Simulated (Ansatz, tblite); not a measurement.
Cost and result up the ladder for the cluster TaSe₂⁺ (the lowest singlet isomer of a short search) (3 atoms). Total charge 1; singlet. Geometry: r2SCAN-D4/def2-TZVP.

```xyz
3

Ta    0.740    0.476   -0.239
Se   -1.263    1.296    0.412
Se    0.523   -1.773   -0.174
```

Ansatz on 4 threads of AMD EPYC 7B13 on a shared host; xTB runs through tblite on one thread. Times are rough, summed over both states, and most runs start from the orbitals of an earlier one. RPA@PBE/def2-TZVP serves as the yardstick here, not as an exact answer. The other state is a quintet at its own geometry.

In the def2 sets Ta takes a core potential; there is no spin–orbit coupling. The xTB rows come from tblite. LC-ωPBE has ω = 0.4 bohr⁻¹. Correlated methods freeze 18 core orbitals; core or outer-core shells of Ta, Se are correlated, in sets that lack core-valence functions. At PBE0-D4/def2-TZVP a singlet of charge 1 lies 1.97 eV below the quintet, each at its own geometry. The structure comes from a short search, and lower isomers may exist.

Run but left out: PBE-QIDH/def2-TZVP (singlet: restricted singlet, unstable towards broken spin symmetry).

Correlated methods converge slowly with the basis.

xTB has no spin-polarisation term.

| level | functions | wall time |
| --- | --- | --- |
| GFN1-xTB | 27 | 0.006 s |
| GFN2-xTB | 27 | 0.007 s |
| PBE-D4/def2-TZVP | 136 | 3.1 s |
| PBE0-D4/def2-TZVP | 136 | 5.6 s |
| RPA@PBE/def2-TZVP | 136 | 5.6 s |
| CAM-B3LYP-D4/def2-TZVP (with forces) | 136 | 7.9 s |
| LC-ωPBE/def2-TZVP | 136 | 8 s |
| r2SCAN-D4/def2-TZVP | 136 | 8.2 s |
| r2SCANh-D4/def2-TZVP | 136 | 9.2 s |
| B97M-V/def2-TZVP | 136 | 12 s |

Question: Estimate what each level gives for the quintet − singlet (eV).

Answer: 
| level | quintet − singlet (eV) | difference from RPA@PBE/def2-TZVP (eV) |
| --- | --- | --- |
| GFN1-xTB | 2.81 | 0.57 |
| GFN2-xTB | 1.99 | -0.24 |
| PBE-D4/def2-TZVP | 2.24 | 0.01 |
| PBE0-D4/def2-TZVP | 1.97 | -0.26 |
| RPA@PBE/def2-TZVP | 2.23 | 0.00 |
| CAM-B3LYP-D4/def2-TZVP (with forces) | 1.94 | -0.29 |
| LC-ωPBE/def2-TZVP | 1.67 | -0.56 |
| r2SCAN-D4/def2-TZVP | 2.00 | -0.23 |
| r2SCANh-D4/def2-TZVP | 1.90 | -0.34 |
| B97M-V/def2-TZVP | 2.09 | -0.14 |
